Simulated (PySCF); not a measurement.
Species: C5H7FO (charge +1 and doublet state).
SMILES with atom numbers: `[CH2+:1][CH:2][C:3]1([F:4])[CH2:5][O:6][CH2:7]1` (hydrogens: H8, H9 on C1; H10 on C2; H11, H12 on C5; H13, H14 on C7)

Cartesian coordinates in Å at the GFN2-xTB level; atoms count from 1:
```
atom  x, y, z in Å
C1     2.2130    0.4607    0.4770
C2     1.0788   -0.1867    0.7281
C3    -0.1316   -0.0490   -0.1502
F4     0.1703    0.4066   -1.3785
C5    -1.1936    0.7949    0.6572
O6    -1.9273   -0.3580    0.8908
C7    -1.2246   -1.1197   -0.0731
H8     3.1162    0.2183    1.0197
H9     2.3125    1.2035   -0.3025
H10    0.9425   -0.8326    1.5849
H11   -0.9372    1.3438    1.5692
H12   -1.6666    1.4829   -0.0625
H13   -0.9663   -2.1141    0.3069
H14   -1.7867   -1.2511   -1.0091
```

The hyperfine couplings belong to this conformer and change with its torsions.

Computed with PySCF 2.14.0, UKS B3LYP, pcH-1 on C F H O, non-relativistic, mean-field spin-orbit, GIAO. The structure is a single GFN2-xTB conformer in the gas phase; no vibrational or solvent corrections. The geometry wasn't refined by DFT: couplings that depend on bond lengths, twists or pyramidal angles can differ widely from those at the functional's own minimum, by a factor of two or more for some ions and for spin on atoms past the first row. The SCF solution wasn't tested for stability.

Computed for the main isotopes (class means, splittings of 0.05 mT or more): g = 2.0053; H12/H14 1H +133.6 MHz (4.76 mT); H11/H13 1H +58.6 MHz (2.09 mT); H9 1H -6.8 MHz (0.24 mT); H10 1H +3.5 MHz (0.13 mT); H8 1H -1.7 MHz (0.06 mT); 72 first-order lines, 14.12 mT wide.

**Question.** What changes when 1H at H10 is replaced by 2H?

**Answer.** At a fixed geometry a is proportional to g_N: 0.85744/5.58569 = 0.1535, so a goes from +3.5 to +0.5 MHz (0.019 mT). The spin goes from 1/2 to 1, so the 1:1 doublet becomes a 1:1:1 triplet. The spectrum then has 108 first-order lines over 14.04 mT, counting the new splitting although it is under 0.05 mT.

**Question.** Where do the 17O satellites of O6 appear, and how strong are they?

**Answer.** a = -24.7 MHz, or 0.88 mT in magnitude, and I = 5/2, so to first order each main line has six satellites, at ±0.44, ±1.32, ±2.20 mT. The isotope's abundance is about 0.038 %, shared among 6 lines, so each has 0.0063 % of the main line's intensity.

**Question.** Where do the 13C satellites of C1 appear, and how strong are they?

**Answer.** a = +14.5 MHz, or 0.52 mT in magnitude, and I = 1/2, so to first order each main line has two satellites, at ±0.26 mT. The isotope's abundance is about 1.07 %, shared among 2 lines, so each has 0.54 % of the main line's intensity.

Means are taken over nuclei equivalent by connectivity, which assumes that they swap fast. H8 and H9 aren't averaged: C1 is flat or nearly so (angle sum 360°), and its turn about the short C1–C2 bond (1.33 Å) is taken as slow. The 1H value of +133.6 MHz is a mean of couplings from 54.7 to 212.5 MHz in this one geometry, not an average over conformers. The 1H value of +58.6 MHz is a mean of couplings from 24.1 to 93.1 MHz in this one geometry, not an average over conformers.

The SMILES draws the unpaired electron on C2; the largest computed Mulliken spin population is on O6 (0.30 against 0.15).
